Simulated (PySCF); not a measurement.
**Correlation energy of Te (tellurium, neutral)**

[Kr] 4d10 5s2 5p4, high-spin 3P determinant. Computed with PySCF 2.14 in cc-pVTZ-PP with ECP28MDF (5s4p3d1f, 39 functions), with scalar relativity through the core potential. Frozen: 4s2 4p6 4d10; 6 electrons correlated.

MP2 pair energies summed by pair of shells (mhartree):

```json
{"pair": "5s-5p", "energy": "-39.18", "share (%)": "46.1"}
{"pair": "5p-5p", "energy": "-38.58", "share (%)": "45.4"}
{"pair": "5s-5s", "energy": "-7.16", "share (%)": "8.4"}
```

Total MP2 correlation energy: -84.93 mhartree.

Same-spin part -19.27 and opposite-spin part -65.66 mhartree; SCS-MP2 scales them by 1/3 and 6/5 to -85.21 mhartree.

```json
{"level": "CCSD", "correlation energy (mhartree)": "-102.34"}
{"level": "(T)", "correlation energy (mhartree)": "-3.18"}
{"level": "CCSD(T)", "correlation energy (mhartree)": "-105.52"}
```

Diagnostics: T1 = 0.0086, D1 = 0.0262, largest double amplitude 0.056.

Cost of the coupled-cluster step: 0.42 s of wall time on 1 thread of Neoverse-V1 (shared host), for 6 correlated electrons.
